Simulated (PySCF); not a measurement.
# Dipole response of Tc (technetium, neutral)

[Kr] 4d5 5s2, high-spin 6S determinant. Computed with PySCF 2.14 in x2c-TZVPPall with one added diffuse shell each of s, p, d, f type (9s7p7d3f1g, 95 functions), with the spin-free X2C one-electron Hamiltonian (Gaussian nucleus). Coupled (time-dependent) response in atomic units; α is the mean over directions.

| method | mean α (bohr³) | C₆ (like pair) | S(−4) |
| --- | --- | --- | --- |
| revPBE | 89.41 | 1016 | 4982 |

S(−4) is the Cauchy moment in α(ω) = α(0) + S(−4) ω² + …

Reference α: 79 ± 10 bohr³ (recommended; Schwerdtfeger and Nagle, table of static dipole polarizabilities (2023 update)). Published C₆: 939.0 (Gould and Bucko (2016)).

α(iu) at revPBE:

```json
{"u (hartree)": "0", "α(iu) (bohr³)": "89.41"}
{"u (hartree)": "0.0500", "α(iu) (bohr³)": "79.17"}
{"u (hartree)": "0.100", "α(iu) (bohr³)": "61.59"}
{"u (hartree)": "0.200", "α(iu) (bohr³)": "36.71"}
{"u (hartree)": "0.300", "α(iu) (bohr³)": "24.14"}
{"u (hartree)": "0.500", "α(iu) (bohr³)": "13.38"}
{"u (hartree)": "0.750", "α(iu) (bohr³)": "8.213"}
{"u (hartree)": "1.00", "α(iu) (bohr³)": "5.758"}
{"u (hartree)": "1.50", "α(iu) (bohr³)": "3.406"}
{"u (hartree)": "2.00", "α(iu) (bohr³)": "2.277"}
{"u (hartree)": "3.00", "α(iu) (bohr³)": "1.223"}
{"u (hartree)": "5.00", "α(iu) (bohr³)": "0.5171"}
```

A single London oscillator, α(iu) = α/(1 + u²/ω²), gives C₆ = (3/4) ω α². Matching the computed C₆ needs ω = 4 × 1016 / (3 × 89.41²) = 0.169 hartree.
